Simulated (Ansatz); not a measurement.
C₄H₉O (SMILES CC(C)(C)[O]), doublet, at a GFN2-xTB geometry; SC-NEVPT2/6-31G, CASSCF(7,5) in Ansatz (a quantum-chemistry and plane-wave program).

The Ansatz input:
Ansatz 0.2 input:
```yaml
crystal:
  periodic: [false, false, false]
  atoms:
    - {symbol: C, position_ang: [1.10582707, 0.09281301, -1.00195306]}
    - {symbol: C, position_ang: [0.01723241, -0.03726241, 0.14280500]}
    - {symbol: C, position_ang: [-0.99729478, -1.10206408, -0.34044393]}
    - {symbol: C, position_ang: [-0.66024525, 1.34989118, 0.25867779]}
    - {symbol: O, position_ang: [0.67050885, -0.39183996, 1.22642750]}
    - {symbol: H, position_ang: [0.60898372, 0.38559459, -1.92067540]}
    - {symbol: H, position_ang: [1.83363400, 0.83970407, -0.70215954]}
    - {symbol: H, position_ang: [1.59908800, -0.86656238, -1.11907632]}
    - {symbol: H, position_ang: [-1.44238025, -0.81023332, -1.28720241]}
    - {symbol: H, position_ang: [-1.77706757, -1.19952034, 0.41122465]}
    - {symbol: H, position_ang: [-0.50582438, -2.06512006, -0.44846903]}
    - {symbol: H, position_ang: [0.06620539, 2.09626062, 0.56834135]}
    - {symbol: H, position_ang: [-1.10515571, 1.64299503, -0.68776961]}
    - {symbol: H, position_ang: [-1.43467073, 1.29133527, 1.01985146]}
basis:
  gaussian:
    orbitals: 6-31G
correlation: {method: sc_nevpt2, electrons: all, active_space: {window: {electrons: 7, orbitals: 5}}}
magnetization: {spin_polarized: false, initial_magnetization: 1}
```

What does Ansatz print? Leave out banner, timings and long lists.


```
Functional definition: HF
871 factors; integrals over basis functions are off by at most 1.7e-4 eV
mean field evaluation 1: about -6292.1207 eV, gradient 3.6e1 eV
mean field evaluation 2: about -6292.1205 eV, gradient 3.6e1 eV
mean field evaluation 4: about -6297.0634 eV, gradient 5.0e0 eV
mean field evaluation 8: about -6297.6244 eV, gradient 2.6e-1 eV
mean field evaluation 16: about -6297.4773 eV, gradient 4.1e-2 eV
mean field evaluation 32: about -6297.5265 eV, gradient 2.4e0 eV
mean field evaluation 64: about -6297.4772 eV, gradient 1.7e-6 eV
mean field -6297.62516508 eV, -231.4334561331 hartree, gradient 9.0e-6 eV, S^2 0.750000; 7 other end points of the search recorded, 0 dependent functions left out
reference -6297.62516508 eV, -231.4334561331 hartree; 21, 20 occupied and 42, 43 virtual orbitals, 871 factors
state -6298.11593889 eV, -231.4514917378 hartree
state -6298.11593889 eV, -231.4514917378 hartree; corrected -6310.15556745 eV, -231.8939399267 hartree
Total energy: -6310.15556745 eV, -231.8939399267 hartree
```
